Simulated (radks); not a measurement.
Values are calculated unless marked as measured or tabulated.
Task: Valence configurations of Ce2+ (all share [Xe]). Level of theory: Dirac Kohn-Sham, PBE, spin-unpolarised, spherical densities, finite nucleus; open shells are shared between the two j in proportion to 2j + 1; Fermi nuclear charge, rms radius 4.8771 fm (a radial shooting solver on a logarithmic mesh with Libxc functionals). Order these by energy: 4f1 6s1; 4f1 6p1; 4f1 5d1; 6s2; 4f1.5 6s0.5; 4f2; 4f1.5 5d0.5; 5d1 6s1; 4f0.5 6p1.5; 4f1.5 6p0.5.

Result: From the lowest, in eV above it: 4f2 0.000; 4f1.5 5d0.5 0.194; 4f1.5 6s0.5 0.609; 4f1 5d1 1.334; 4f1.5 6p0.5 2.424; 4f1 6s1 2.701; 4f1 6p1 6.543; 5d1 6s1 9.253; 6s2 12.165; 4f0.5 6p1.5 12.600. NIST lists [Xe] 4f2 as the ground configuration; this level of theory agrees among the configurations tried. The energies are those of spherical spin-averaged densities, not of single terms.
